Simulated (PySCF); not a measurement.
**Partial charges of `O=C[C@@H]1[SiH2]C[Si@@H]1CCl`**

Compound: C4H9ClOSi2.
Structure used (GFN2-xTB), in Å, numbered top down from 1:
```
atom  x, y, z in Å
O1     0.1444    1.3963   -1.7708
C2     0.3347    1.7912   -0.6408
C3     0.7544    0.9295    0.4568
Si4    1.9702   -0.4399   -0.1769
C5     0.5816   -1.7439    0.0718
Si6   -0.5924   -0.4285    0.8104
C7    -2.1894   -0.1497   -0.1869
Cl8   -3.0155    1.2640    0.5192
H9     0.1771    2.8598   -0.3939
H10    1.0519    1.5063    1.3280
H11    3.0797   -0.5982    0.7662
H12    2.4237   -0.2322   -1.5433
H13    0.2278   -2.1863   -0.8554
H14    0.8331   -2.5636    0.7367
H15   -0.9111   -0.5031    2.2375
H16   -1.9885    0.0895   -1.2280
H17   -2.8889   -0.9793   -0.1405
```

Density: PBE0/pcSseg-1 (PySCF); schemes: Mulliken, IAO, Hirshfeld and ESP-fitted. Geometry: GFN2-xTB, one conformer, isolated molecule.

**Question.** Give the atomic charges in each scheme.

**Answer.** In e:

```csv
atom,environment,Mulliken,IAO,Hirshfeld,ESP-fitted
O1,aldehyde oxygen,-0.401,-0.449,-0.236,-0.485
C2,aldehyde carbon,+0.304,+0.261,+0.110,+0.451
C3,sp3 carbon bound to silicon,-0.833,-0.708,-0.209,-0.505
Si4,SiH2 silicon,+0.695,+0.782,+0.355,+0.538
C5,sp3 carbon bound to silicon,-0.825,-0.841,-0.255,-0.611
Si6,SiH silicon,+0.904,+0.940,+0.374,+0.654
C7,sp3 C–Cl carbon,-0.513,-0.532,-0.127,-0.587
Cl8,alkyl chlorine,-0.164,-0.098,-0.062,-0.115
H9,formyl hydrogen,+0.085,+0.107,+0.039,+0.012
H10,methine hydrogen,+0.164,+0.163,+0.041,+0.125
H11,Si–H hydrogen,-0.073,-0.120,-0.075,-0.119
H12,Si–H hydrogen,-0.041,-0.095,-0.064,-0.070
H13,methylene hydrogen,+0.176,+0.168,+0.042,+0.161
H14,methylene hydrogen,+0.168,+0.166,+0.038,+0.146
H15,Si–H hydrogen,-0.035,-0.108,-0.069,-0.102
H16,methylene hydrogen,+0.206,+0.188,+0.046,+0.267
H17,methylene hydrogen,+0.183,+0.175,+0.052,+0.242
```

Mean size of the charges over all atoms: IAO 0.347 e, Mulliken 0.339 e, ESP-fitted 0.305 e, Hirshfeld 0.129 e. Each set sums to the total charge, 0, to within 0.001 e. The IAO scheme counts the electrons in orthogonalised intrinsic atomic orbitals, a minimal basis polarised so that it spans the occupied orbitals exactly.

Lowest charge. The schemes don't all agree: Mulliken C3 (-0.833); IAO C5 (-0.841); Hirshfeld C5 (-0.255); ESP-fitted C5 (-0.611).

Highest charge. All schemes agree: Mulliken Si6 (+0.904); IAO Si6 (+0.940); Hirshfeld Si6 (+0.374); ESP-fitted Si6 (+0.654).

**Question.** How closely do the schemes follow one another over all atoms?

**Answer.** Correlation coefficient and root-mean-square difference: Mulliken with IAO 0.99, 0.052 e; IAO with Hirshfeld 0.97, 0.289 e; IAO with ESP-fitted 0.97, 0.133 e; Mulliken with ESP-fitted 0.96, 0.133 e; Mulliken with Hirshfeld 0.95, 0.290 e; Hirshfeld with ESP-fitted 0.94, 0.222 e.

**Question.** Sum the charges by element, for elements with more than one atom.

**Answer.** 
```json
{"element": "C", "atoms": "4", "Mulliken": "-1.866", "IAO": "-1.820", "Hirshfeld": "-0.480", "ESP-fitted": "-1.252"}
{"element": "Si", "atoms": "2", "Mulliken": "+1.599", "IAO": "+1.722", "Hirshfeld": "+0.730", "ESP-fitted": "+1.192"}
{"element": "H", "atoms": "9", "Mulliken": "+0.833", "IAO": "+0.645", "Hirshfeld": "+0.049", "ESP-fitted": "+0.660"}
```

The run behind these numbers computed NMR shieldings as well. Time: 84 s (grids of density and orbitals included); peak memory 0.87 GiB. Hardware: Arm Neoverse N1, one thread, shared host with 64 logical CPUs at a one-minute load of 60.
